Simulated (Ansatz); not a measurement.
Bi₃Te, relaxed as a doublet with UKS PBE-D4/def2-SVP in Ansatz, starting from the GFN2-xTB geometry. Force threshold 0.02 eV/Å.

In the def2 sets Bi, Te take a core potential; there is no spin–orbit coupling. Another isomer (doublet) lies 1.00 eV lower at PBE0-D4/def2-TZVP; other spin states weren't run for this one.

Start:

Cartesian coordinates in Å:
```
Bi 0.265 -0.697 -1.776
Bi 1.042 0.521 2.481
Bi 0.747 1.655 -0.024
Te -2.054 -1.478 -0.681
```

Estimate the energy that the relaxation releases and the steps that it takes.

0.74 eV, in 10 steps; 17 s on 4 threads of Intel Xeon 6975P-C on a shared host. No frequencies were taken in this run, so the end may be a saddle point.

Does the start keep its bonding and symmetry?

Bonds formed: Bi1–Bi2 (atoms count from 1).

Predict the relaxed structure.


Cartesian coordinates in Å:
```
Bi 0.5177 -0.8453 -1.0253
Bi 1.0567 0.1420 1.8693
Bi 0.6280 2.1161 -0.0601
Te -2.2024 -1.4128 -0.7840
```
Bond lengths (bridged metal pairs left out): 3 × Bi–Bi 2.79 to 3.12 Å; 1 × Bi–Te 2.79 Å.
